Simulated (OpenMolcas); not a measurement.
neutral beryllium: effect of the basis set

```json
{
 "Program": "OpenMolcas",
 "Method": "RASSCF",
 "Active space": "2 electrons in 9 orbitals (RAS2 2s 2p; RAS3 3d, at most 2 electrons)",
 "State averaging": "2S+1 = 3 even, 3 roots; 2S+1 = 1 even, 6 roots; 2S+1 = 3 odd, 3 roots; 2S+1 = 1 odd, 3 roots",
 "Spin-orbit coupling": "state interaction with AMFI integrals over the reference wave functions, term energies averaged over their components"
}
```

A. ANO-R2 [4s3p1d], X2C, finite nucleus; cost about 17 core-seconds
B. ANO-RCC-VTZP [4s3p2d1f], DKH2, point nucleus; cost roughly 17 core-seconds
C. ANO-RCC-VQZP [5s4p3d2f1g], DKH2, point nucleus; cost roughly 24 core-seconds
D. ANO-RCC [9s8p5d2f1g], DKH2, point nucleus; cost about 16 core-seconds

Energies in cm⁻¹ above 2s² ¹S₀, the measured ground level; measured values from NIST Handbook of Basic Atomic Spectroscopic Data.

```csv
Level,A,B,C,D,Measured
2s² ¹S₀,0.0,0.0,0.0,0.0,0.0
2s 2p ³P°₀,21939,21279,21237,20651,21978
2s 2p ³P°₁,21940,21280,21238,20652,21979
2s 2p ³P°₂,21942,21282,21240,20654,21981
2s 2p ¹P°₁,46752,44866,44784,43777,42565
2p² ³P₀,61138,59736,59660,59055,59694
2p² ³P₁,61139,59737,59661,59056,59695
2p² ³P₂,61141,59739,59663,59058,59697
2p² ¹D₂,61880,60574,60322,57128,56882
```

Deviations, from unrounded energies. A percentage is the sum of absolute deviations over the sum of measured energies, with the sign that they share, or ± where signs differ.

```
           Against measurement  Levels     A     B     C     D
mean absolute deviation (cm-1)       8  1700  1000  1000   920
      other configurations (%)       8  ±4.0  ±2.4  ±2.3  ±2.1
```

D lies closest to measurement on these levels and A furthest from it. The largest miss of D in the table is 2s 2p ³P°₂, by -1300 cm-1. The ranking rests on the paired levels alone, and a cruder setting can come out closer through cancelling errors.

Among A to D the level of the table that moves most is 2p² ¹D₂, by 4800 cm-1 (lowest in D, highest in A).

Without dynamic correlation excited terms often stand tens of per cent too high (terms of higher spin than the ground term too low), and those without a measured partner can miss by more than the paired ones. Active for correlation alone: 3d; no level in the range computed is led by a configuration that fills it, so any true level of that kind is missing. The ANO-R sets hold no well-fitted valence p shell for this element, so s → p excitations can come out far too high (holds for A). Some terms mix strongly with configurations of 3d, whose occupation reaches 0.27 (2p² ¹D) (holds for D). Computed and measured levels are paired by configuration, term and J; levels that our copy of the source lacks, or whose pairing is in doubt (as where it misses far off the trend of its configuration), stay unpaired and out of the deviations. Only configurations of the active space appear.

° marks odd parity.
